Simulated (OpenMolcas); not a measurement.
Re4+ among 6 point charges of -1.7 e arranged as a tetragonal octahedron (D4h), 2.24 Å from the ion, with the axial distance 2.083 Å.
```
   2.2400    0.0000    0.0000  -1.70
   0.0000    2.2400    0.0000  -1.70
  -2.2400    0.0000    0.0000  -1.70
   0.0000   -2.2400    0.0000  -1.70
   0.0000    0.0000    2.0832  -1.70
   0.0000    0.0000   -2.0832  -1.70
```

```yaml
Program: OpenMolcas
Method: CASSCF
Basis: ANO-RCC-VDZP [7s6p4d2f1g]
Scalar_Hamiltonian: DKH2, point nucleus
Active_space: 3 electrons in 5 orbitals (5d)
State_averaging: 2S+1 = 4 even, 10 roots; 2S+1 = 2 even, 40 roots
Spin-orbit_coupling: state interaction with AMFI integrals over the reference wave functions
```

Question: What is the spin-free ground state (labels of D4, the rotations of D4h)?

Answer: 4B1, 1-fold in its orbital part, 100 % from free-ion F terms; it has the highest spin that d3 allows.

Question: Where is the first state of the same spin?

Answer: 4B2 at 6950 cm-1 above the ground state.

Question: What are the lowest two levels with spin-orbit coupling?

Answer: A 2-fold level E1/2 with g = 0.76, 0.76, 1.84, then a 2-fold level E3/2 513.7 cm-1 above it. Their leading multiplicities are 4 (89 %) and 4 (91 %).

Question: What is χT at 300 K?

Answer: 0.21 cm3 K/mol.

Spin-orbit coupling mixes the spin-free states strongly: the lowest level takes only 54 % from its leading state, 4B1. Without dynamic correlation the repulsion within the d shell is too large (B by tens of per cent), so at a given field states of lower spin stand too high. This is an electrostatic model: the charges have no orbitals. No measured value stands beside these numbers.
